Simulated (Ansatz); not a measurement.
A search over several starts for the lowest SCF solution of the cluster Mg2S2 at the given spin, in a small basis.

```yaml
crystal:
  periodic: [false, false, false]
  atoms:
    - {symbol: Mg, position_ang: [1.412380, -1.214164, -0.660959]}
    - {symbol: Mg, position_ang: [-1.224968, 1.548447, -0.087484]}
    - {symbol: S, position_ang: [0.681276, 0.473049, 0.854226]}
    - {symbol: S, position_ang: [-0.868678, -0.807332, -0.105794]}
basis:
  gaussian: {orbitals: def2-SVP}
hamiltonian: {xc: pbe0, dispersion: d4}
output: {orbitals: {seedname: orbitals}}
```

```sh
$ ansatz run in.yaml --threads 4 --pin off --events-out ev --progress --plain --max-ram 3916MiB
```

Shortened log:

```
Functional definition: PBE0
605 factors; integrals over basis functions are off by at most 5.6e-4 eV
mean field evaluation 1: about -32535.4426 eV, gradient 1.5e1 eV
mean field evaluation 2: about -32535.4235 eV, gradient 1.7e1 eV
mean field evaluation 4: about -32536.4337 eV, gradient 4.7e-1 eV
mean field evaluation 8: about -32536.5746 eV, gradient 2.9e-2 eV
mean field evaluation 16: about -32536.5746 eV, gradient 4.8e-5 eV
mean field -32536.57464593 eV, -1195.6970641555 hartree, gradient 6.0e-6 eV, S^2 0.000000; 0 other end points of the search recorded, 0 dependent functions left out
reference -32536.57467774 eV, -1195.6970653244 hartree; 28, 28 occupied and 44, 44 virtual orbitals, 605 factors
Total energy: -32536.69905456 eV, -1195.7016360885 hartree
```

It took 0.8 s on 4 threads of Arm Neoverse V2 on a shared host.

A triplet lies near this restricted singlet, and broken spin symmetry wasn't tried. At PBE0-D4/def2-TZVP a triplet of charge 0 lies 0.39 eV below the restricted singlet at the same geometry. The structure comes from a short search, and lower isomers may exist.
